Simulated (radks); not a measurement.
Tm II, configuration [Kr] 4d10 4f13 5s1.5 5p6 6s1 5f0.5 (fractional occupations, a model configuration). Calculated with a radial shooting solver on a logarithmic mesh with Libxc functionals: Dirac Kohn-Sham, BLYP, spin-unpolarised, spherical densities, point nucleus; open shells fill j = l - 1/2 first.

Normalised radial functions P(r) = r R(r) (large component), r in bohr:

r           6s1/2
0.002827   0.0372
0.003344   0.0412
0.003956   0.0452
0.004679   0.0491
0.00558    0.0528
0.006601   0.0557
0.007808   0.0574
0.009237   0.0576
0.01101    0.0554
0.01303    0.0504
0.01541    0.0419
0.01823    0.0295
0.02157    0.0130
0.02572   -0.0085
0.03042   -0.0316
0.03599   -0.0552
0.04257   -0.0758
0.05076   -0.0892
0.06005   -0.0892
0.07104   -0.0724
0.08403   -0.0375
0.0994     0.0123
0.1185     0.0702
0.1402     0.1149
0.1659     0.1311
0.1962     0.1055
0.234      0.0326
0.2768    -0.0632
0.3274    -0.1505
0.3873    -0.1907
0.4581    -0.1574
0.5463    -0.0452
0.6462     0.1021
0.7645     0.2369
0.9043     0.3092
1.078      0.2839
1.276      0.1602
1.509     -0.0350
1.785     -0.2572
2.112     -0.4563
2.518     -0.5949
2.979     -0.6351
3.523     -0.5856
4.168     -0.4703
4.97      -0.3207
5.879     -0.1896
6.955     -0.0942
8.227     -0.0389
9.732     -0.0129
11.6      -0.0030
13.73     -0.0006
16.24     -0.0001
19.21     0.0000
22.91     0.0000
27.1      0.0000
32.05     0.0000

6s1/2: eigenvalue -11.597 eV, 5 radial nodes at r = 0.0241, 0.0957, 0.248, 0.577, 1.47 bohr, <r> = 3.34 bohr, 90 % of the charge inside 4.84 bohr.
